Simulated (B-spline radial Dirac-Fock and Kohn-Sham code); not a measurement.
## Photoionisation of tin ions at Ag Kα (22162.9 eV)

Calculated with a radial atomic solver, using the independent-particle Dirac-Slater model, thresholds from Dirac-Fock. Cross sections in kb; a dash marks an empty subshell or a threshold above the photon energy.

| ion | configuration | total | 2p1/2 | 3s | 3p3/2 | 5s | 5p1/2 |
| --- | --- | --- | --- | --- | --- | --- | --- |
| Sn | [Kr] 4d10 5s2 5p2 | 2.989 | 0.487 | 0.222 | 0.140 | 0.00506 | 0.000391 |
| Sn²⁺ | [Kr] 4d10 5s2 | 2.990 | 0.487 | 0.222 | 0.140 | 0.00612 | – |
| Sn⁴⁺ | [Kr] 4d10 | 2.984 | 0.488 | 0.222 | 0.140 | – | – |
